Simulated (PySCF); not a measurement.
CH8Si2, charge -1, doublet, geometry from GFN2-xTB of the parent state (a state made from the parent by changing its charge; the spin is typed, not shown lowest) (in this run its highest filled SCF level lies above zero, so its values depend strongly on the basis, on diffuse functions most of all); B3LYP/3-21G (PySCF).

The PySCF input:
```python
from pyscf import gto, scf, dft

mol = gto.Mole()
mol.atom = '''
    Si    1.469501    0.675243   -0.004315
    C     0.249959   -0.773362   -0.140745
    Si   -1.582865   -0.324499    0.068147
    H     2.839701    0.182994   -0.185178
    H     1.181014    1.668952   -1.040543
    H     1.358676    1.297376    1.316715
    H     0.513805   -1.524899    0.604684
    H     0.384534   -1.254531   -1.110514
    H    -1.982528    0.632796   -0.965442
    H    -1.804865    0.261220    1.391816
    H    -2.402995   -1.534148   -0.060719
'''
mol.basis = '3-21g'
mol.charge = -1
mol.spin = 1
mol.verbose = 4
mol.build()

mf = dft.UKS(mol)
mf.xc = 'b3lyp'
mf.kernel()
mf.analyze()
```

It wrote (shortened):

```
PySCF version 2.14.0

[INPUT] verbose = 4
[INPUT] num. atoms = 11
[INPUT] num. electrons = 43
[INPUT] charge = -1
[INPUT] spin (= nelec alpha-beta = 2S) = 1
[INPUT] symmetry False subgroup None
[INPUT] Mole.unit = angstrom
[INPUT] Symbol           X                Y                Z      unit          X                Y                Z       unit  Magmom
[...]
nuclear repulsion = 150.449941345671
number of shells = 35
number of NR pGTOs = 93
number of NR cGTOs = 51
basis = 3-21g
ecp = {}

******** <class 'pyscf.dft.uks.UKS'> ********
method = UKS
initial guess = minao
damping factor = 0
level_shift factor = 0
DIIS = <class 'pyscf.scf.diis.CDIIS'>
diis_start_cycle = 1
diis_space = 8
diis_damp = 0
SCF conv_tol = 1e-09
SCF conv_tol_grad = None
SCF max_cycles = 50
direct_scf = True
direct_scf_tol = 1e-13
number electrons alpha = 22  beta = 21
XC library pyscf.dft.libxc version 7.1.2
    S. Lehtola, C. Steigemann, M. J. T. Oliveira, and M. A. L. Marques,  SoftwareX 7, 1–5 (2018)
XC functionals = b3lyp
    P. J. Stephens, F. J. Devlin, C. F. Chabalowski, and M. J. Frisch,  J. Phys. Chem. 98, 11623 (1994)
radial grids:
    Treutler-Ahlrichs [JCP 102, 346 (1995); DOI:10.1063/1.469408] (M4) radial grids

becke partition: Becke, JCP 88, 2547 (1988); DOI:10.1063/1.454033
pruning grids: <function nwchem_prune>
grids dens level: 3
symmetrized grids: False
atomic radii adjust function: <function treutler_atomic_radii_adjust>
small_rho_cutoff = 0
Set gradient conv threshold to 3.16228e-05
tot grids = 130944
init E= -618.05906370125

cycle= 1 E= -618.46606856229  delta_E= -0.407  |g|= 0.32  |ddm|= 4.18
cycle= 2 E= -618.406614919975  delta_E= 0.0595  |g|= 0.442  |ddm|= 2.31
cycle= 3 E= -618.52533465735  delta_E= -0.119  |g|= 0.0232  |ddm|=  1.4
cycle= 4 E= -618.525755621538  delta_E= -0.000421  |g|= 0.00572  |ddm|= 0.178
cycle= 5 E= -618.525788914355  delta_E= -3.33e-05  |g|= 0.00124  |ddm|= 0.0371
cycle= 6 E= -618.525791282627  delta_E= -2.37e-06  |g|= 0.000327  |ddm|= 0.0142
cycle= 7 E= -618.525791829751  delta_E= -5.47e-07  |g|= 0.000132  |ddm|= 0.012
cycle= 8 E= -618.525791949526  delta_E= -1.2e-07  |g|= 4.97e-05  |ddm|= 0.00627
cycle= 9 E= -618.525791972022  delta_E= -2.25e-08  |g|= 1.71e-05  |ddm|= 0.00288
cycle= 10 E= -618.52579197583  delta_E= -3.81e-09  |g|= 5.63e-06  |ddm|= 0.0014
cycle= 11 E= -618.525791976129  delta_E= -2.99e-10  |g|= 1.32e-06  |ddm|= 0.000427
Extra cycle  E= -618.525791976144  delta_E= -1.5e-11  |g|= 1.08e-06  |ddm|= 4.24e-05
converged SCF energy = -618.525791976144  <S^2> = 0.75172764  2S+1 = 2.0017269
**** SCF Summaries ****
Total Energy =                        -618.525791976144433
Nuclear Repulsion Energy =             150.449941345671135
One-electron Energy =                -1161.793993476500873
Two-electron Energy =                  392.818260154685333
Two-electron Coulomb Energy =          443.210292999826265
DFT Exchange-Correlation Energy =      -50.392032845140946
**** MO energy ****
                             alpha | beta                alpha | beta
[...]
To work with the spin densities directly, `use mulliken_meta_spin()` only printing them here.

 ** Mulliken spin pop alpha/beta on meta-lowdin orthogonal AOs **
 ** Mulliken Spin Density (per AO)  **
spin_pop of  0 Si 1s        0.00000
spin_pop of  0 Si 2s        0.00000
spin_pop of  0 Si 3s        0.00589
spin_pop of  0 Si 4s        0.00022
spin_pop of  0 Si 2px       0.00001
spin_pop of  0 Si 2py       0.00002
spin_pop of  0 Si 2pz      -0.00000
spin_pop of  0 Si 3px       0.07697
spin_pop of  0 Si 3py       0.19210
spin_pop of  0 Si 3pz       0.00951
spin_pop of  0 Si 4px       0.01893
spin_pop of  0 Si 4py       0.04791
spin_pop of  0 Si 4pz       0.00016
spin_pop of  1 C 1s        0.00000
spin_pop of  1 C 2s        0.21234
spin_pop of  1 C 3s        0.02997
spin_pop of  1 C 2px      -0.00641
spin_pop of  1 C 2py       0.03363
spin_pop of  1 C 2pz       0.00691
spin_pop of  1 C 3px       0.00043
spin_pop of  1 C 3py       0.00686
spin_pop of  1 C 3pz       0.00028
spin_pop of  2 Si 1s        0.00000
spin_pop of  2 Si 2s        0.00000
spin_pop of  2 Si 3s        0.00589
spin_pop of  2 Si 4s        0.00022
spin_pop of  2 Si 2px       0.00003
spin_pop of  2 Si 2py       0.00000
spin_pop of  2 Si 2pz      -0.00000
spin_pop of  2 Si 3px       0.22451
spin_pop of  2 Si 3py       0.04261
spin_pop of  2 Si 3pz       0.01148
spin_pop of  2 Si 4px       0.05755
spin_pop of  2 Si 4py       0.00879
spin_pop of  2 Si 4pz       0.00068
spin_pop of  3 H 1s       -0.00942
spin_pop of  3 H 2s        0.00031
spin_pop of  4 H 1s        0.00129
spin_pop of  4 H 2s        0.00246
spin_pop of  5 H 1s        0.00129
spin_pop of  5 H 2s        0.00246
spin_pop of  6 H 1s        0.00468
spin_pop of  6 H 2s        0.00319
spin_pop of  7 H 1s        0.00467
spin_pop of  7 H 2s        0.00319
spin_pop of  8 H 1s        0.00129
spin_pop of  8 H 2s        0.00246
spin_pop of  9 H 1s        0.00129
spin_pop of  9 H 2s        0.00246
spin_pop of  10 H 1s       -0.00942
spin_pop of  10 H 2s        0.00031
 ** Mulliken Spin Density (per atom)  **
spin density of  0 Si =      0.35173
spin density of  1 C =      0.28401
spin density of  2 Si =      0.35177
spin density of  3 H =     -0.00910
spin density of  4 H =      0.00374
spin density of  5 H =      0.00374
spin density of  6 H =      0.00786
spin density of  7 H =      0.00786
spin density of  8 H =      0.00374
spin density of  9 H =      0.00374
spin density of  10 H =     -0.00910
 ** Mulliken pop alpha/beta on meta-lowdin orthogonal AOs **
 ** Mulliken pop       alpha | beta **
In total            22.00000 | 21.00000
 ** Mulliken atomic charges   ( Nelec_alpha | Nelec_beta ) **
charge of  0Si =      0.14041  (     7.10566      6.75393 )
charge of  1C =     -0.76643  (     3.52522      3.24121 )
charge of  2Si =      0.14036  (     7.10570      6.75393 )
charge of  3H =     -0.10934  (     0.55012      0.55922 )
charge of  4H =     -0.11368  (     0.55871      0.55497 )
charge of  5H =     -0.11368  (     0.55871      0.55497 )
charge of  6H =      0.07953  (     0.46417      0.45630 )
charge of  7H =      0.07953  (     0.46416      0.45630 )
charge of  8H =     -0.11368  (     0.55871      0.55497 )
charge of  9H =     -0.11368  (     0.55871      0.55497 )
charge of  10H =     -0.10934  (     0.55012      0.55922 )

WARN: System has nonzero charge -1; the dipole moment is origin-dependent.
Location of origin: [0. 0. 0.]

Dipole moment(X, Y, Z, Debye):  0.34752, -1.07391, -0.19548
```
